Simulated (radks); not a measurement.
Effect of the nuclear size on the tantalum ion Ta+, [Xe] 4f14 5d3 6s1. All-electron calculation, Dirac Kohn-Sham, relativistic LDA (MacDonald-Vosko exchange, VWN5 correlation), spin-unpolarised, spherical densities, finite nucleus; open shells are shared between the two j in proportion to 2j + 1; Fermi nuclear charge, rms radius 5.3507 fm. Program: a radial shooting solver on a logarithmic mesh with Libxc functionals. The rms radius is varied about that value; shifts are against it.

rms radius (fm) = 4.5802: total energy shift (eV) -14.2; density at nucleus (e/bohr^3) 1.363e+06; 1s1/2 shift (meV) -5720; 2s1/2 shift (meV) -799; 5p1/2 shift (meV) 0.283; 6s1/2 shift (meV) -0.718; 5d5/2 shift (meV) 0.272; 6p1/2 (empty) shift (meV) 0.098; 7s1/2 (empty) shift (meV) -0.112
rms radius (fm) = 5.1046: total energy shift (eV) -4.69; density at nucleus (e/bohr^3) 1.314e+06; 1s1/2 shift (meV) -1890; 2s1/2 shift (meV) -264; 5p1/2 shift (meV) 0.094; 6s1/2 shift (meV) -0.237; 5d5/2 shift (meV) 0.090; 6p1/2 (empty) shift (meV) 0.032; 7s1/2 (empty) shift (meV) -0.037
rms radius (fm) = 5.3507: total energy shift (eV) 0; density at nucleus (e/bohr^3) 1.294e+06; 1s1/2 shift (meV) 0.000; 2s1/2 shift (meV) 0.000; 5p1/2 shift (meV) 0.000; 6s1/2 shift (meV) 0.000; 5d5/2 shift (meV) 0.000; 6p1/2 (empty) shift (meV) 0.000; 7s1/2 (empty) shift (meV) 0.000
rms radius (fm) = 5.5754: total energy shift (eV) 4.41; density at nucleus (e/bohr^3) 1.276e+06; 1s1/2 shift (meV) 1780; 2s1/2 shift (meV) 248; 5p1/2 shift (meV) -0.088; 6s1/2 shift (meV) 0.223; 5d5/2 shift (meV) -0.085; 6p1/2 (empty) shift (meV) -0.030; 7s1/2 (empty) shift (meV) 0.035
rms radius (fm) = 5.9767: total energy shift (eV) 12.6; density at nucleus (e/bohr^3) 1.246e+06; 1s1/2 shift (meV) 5080; 2s1/2 shift (meV) 709; 5p1/2 shift (meV) -0.250; 6s1/2 shift (meV) 0.636; 5d5/2 shift (meV) -0.241; 6p1/2 (empty) shift (meV) -0.087; 7s1/2 (empty) shift (meV) 0.099

Slopes of the eigenvalues against <r^2> in GHz/fm^2, as finite differences over the two radii next to the reference (eigenvalue slopes, not the field-shift constants of lines): 1s1/2 177000, 2s1/2 24700, 5p1/2 -8.72, 6s1/2 22.1, 5d5/2 -8.40, 6p1/2 (empty) -3.03, 7s1/2 (empty) 3.44.
